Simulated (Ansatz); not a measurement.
C₄H₁₀Si, SMILES `CC(C)=C[SiH3]` at its PBE0-D4/def2-TZVP geometry, where that method's forces vanish. Charge 0, multiplicity 1.

| atom | x (Å) | y (Å) | z (Å) |
| --- | --- | --- | --- |
| C1 | 1.3450 | 0.5148 | 0.3276 |
| C2 | -0.0963 | 0.5687 | -0.0680 |
| C3 | -0.6292 | 1.9456 | -0.3111 |
| C4 | -0.8587 | -0.5230 | -0.1964 |
| Si5 | -0.3066 | -2.2753 | 0.0808 |
| H6 | 1.5130 | 1.0888 | 1.2449 |
| H7 | 1.7012 | -0.5027 | 0.4954 |
| H8 | 1.9725 | 0.9709 | -0.4453 |
| H9 | -0.5247 | 2.5640 | 0.5870 |
| H10 | -1.6804 | 1.9287 | -0.5996 |
| H11 | -0.0592 | 2.4470 | -1.1006 |
| H12 | -1.8970 | -0.3711 | -0.4882 |
| H13 | -1.4547 | -3.1872 | -0.1686 |
| H14 | 0.8041 | -2.6676 | -0.8320 |
| H15 | 0.1711 | -2.5014 | 1.4742 |

Q: For each bond, give half the difference of the two atoms' forces along it (eV/Å; positive pushes the atoms apart) under PBE-D4, r2SCAN-D4, B3LYP-D4, ωB97M-V in def2-TZVPP. (Estimate.)

A: Ansatz gave: 
| bond | length (Å) | PBE-D4 | r2SCAN-D4 | B3LYP-D4 | ωB97M-V |
| --- | --- | --- | --- | --- | --- |
| C1–C2 | 1.496 | -0.11 | 0.02 | 0.15 | 0.22 |
| C1–H6 | 1.095 | 0.12 | -0.02 | -0.06 | -0.09 |
| C1–H7 | 1.091 | 0.11 | -0.04 | -0.09 | -0.08 |
| C1–H8 | 1.095 | 0.12 | -0.02 | -0.06 | -0.09 |
| C2–C3 | 1.496 | -0.11 | 0.01 | 0.12 | 0.21 |
| C2–C4 | 1.338 | 0.39 | 0.21 | -0.02 | -0.18 |
| C3–H9 | 1.095 | 0.12 | -0.02 | -0.06 | -0.10 |
| C3–H10 | 1.090 | 0.11 | -0.04 | -0.07 | -0.08 |
| C3–H11 | 1.095 | 0.12 | -0.02 | -0.06 | -0.10 |
| C4–Si5 | 1.858 | -0.15 | -0.08 | 0.09 | 0.15 |
| C4–H12 | 1.089 | 0.05 | -0.05 | -0.09 | -0.05 |
| Si5–H13 | 1.487 | 0.07 | -0.03 | -0.09 | -0.11 |
| Si5–H14 | 1.490 | 0.08 | -0.01 | -0.07 | -0.13 |
| Si5–H15 | 1.490 | 0.08 | -0.01 | -0.07 | -0.13 |

B3LYP here is the variant with VWN-RPA as its local correlation; programs differ in this.
